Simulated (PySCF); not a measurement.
**Bonding in `CC[Si@@H]1C[Si@H](C#N)C=C1F`**

Compound: C6H10FNSi2.
Atom-mapped SMILES: `[CH3:1][CH2:2][Si@@H:3]1[CH2:4][Si@H:5]([C:6]#[N:7])[CH:8]=[C:9]1[F:10]` (hydrogens: H11, H12, H13 on C1; H14, H15 on C2; H16 on Si3; H17, H18 on C4; H19 on Si5; H20 on C8)

Geometry (GFN2-xTB, Å), atoms numbered from 1 in this order:
```
atom  x, y, z in Å
C1    -1.852   -1.125   -0.081
C2    -1.981    0.257   -0.718
Si3   -0.411    1.317   -0.523
C4     1.151    0.474   -1.236
Si5    2.130   -0.206    0.253
C6     1.872   -2.059    0.328
N7     1.710   -3.193    0.349
C8     1.216    0.618    1.668
C9     0.133    1.297    1.302
F10   -0.614    1.954    2.224
H11   -1.674   -1.040    0.989
H12   -1.027   -1.685   -0.515
H13   -2.765   -1.700   -0.226
H14   -2.217    0.145   -1.777
H15   -2.827    0.778   -0.267
H16   -0.611    2.692   -0.996
H17    0.903   -0.304   -1.954
H18    1.754    1.200   -1.776
H19    3.579    0.020    0.253
H20    1.525    0.570    2.702
```

Bond orders from the PBE0/pcSseg-1 density (PySCF). Isolated species at its GFN2-xTB geometry (one conformer only).

Problem. Where do the orders between heavy atoms depart from those drawn in the SMILES?

Solution. The largest departure is 0.208, at Si5–C6 (drawn single, 0.792). Drawn single, order below 0.88: Si5–C6 (0.792) and C9–Si3 (0.851).

Problem. Set the Mayer orders of the bonds beside their lengths.

Solution. 
```tsv
bond	drawn as	length (Å)	Mayer order
C1–C2	single	1.527	1.052
C2–Si3	single	1.904	0.929
Si3–C4	single	1.913	0.883
C4–Si5	single	1.907	0.918
Si5–C6	single	1.873	0.792
C6–N7	triple	1.146	2.915
Si5–C8	single	1.876	0.914
C8–C9	double	1.330	1.818
C9–F10	single	1.356	0.905
C9–Si3	single	1.904	0.851
C1–H11	single	1.088	0.962
C1–H12	single	1.088	0.956
C1–H13	single	1.088	0.968
C2–H14	single	1.091	0.944
C2–H15	single	1.091	0.942
Si3–H16	single	1.468	0.953
C4–H17	single	1.087	0.937
C4–H18	single	1.087	0.934
Si5–H19	single	1.466	0.940
C8–H20	single	1.080	0.937
```

Bonds between the same two heavy elements. C–C: lowest C1–C2 (1.052, 1.527 Å), highest C8–C9 (1.818, 1.330 Å). C–Si: lowest Si5–C6 (0.792, 1.873 Å), highest C2–Si3 (0.929, 1.904 Å); in 6 of the 15 pairs the longer bond (by over 0.003 Å) has the higher order (by 0.02 or more).

Problem. Sum the orders of all bonds at each heavy atom with more than one neighbour and set the sums beside the valence in the SMILES.

Solution. C1 3.938 (drawn 4), C2 3.867 (drawn 4), Si3 3.616 (drawn 4), C4 3.672 (drawn 4), Si5 3.564 (drawn 4), C6 3.707 (drawn 4), C8 3.669 (drawn 4), C9 3.574 (drawn 4). Orders between atoms that aren't bonded are not in these sums.

For a closed shell the Mayer order of atoms A and B is Σ (PS)μν (PS)νμ over the basis functions μ on A and ν on B, with P the density and S the overlap matrix.

The run behind these numbers computed NMR shieldings as well. Hardware: one thread, Arm Neoverse N1 (aarch64), shared host. Cost: 1.7 min, 1.1 GiB resident at most.
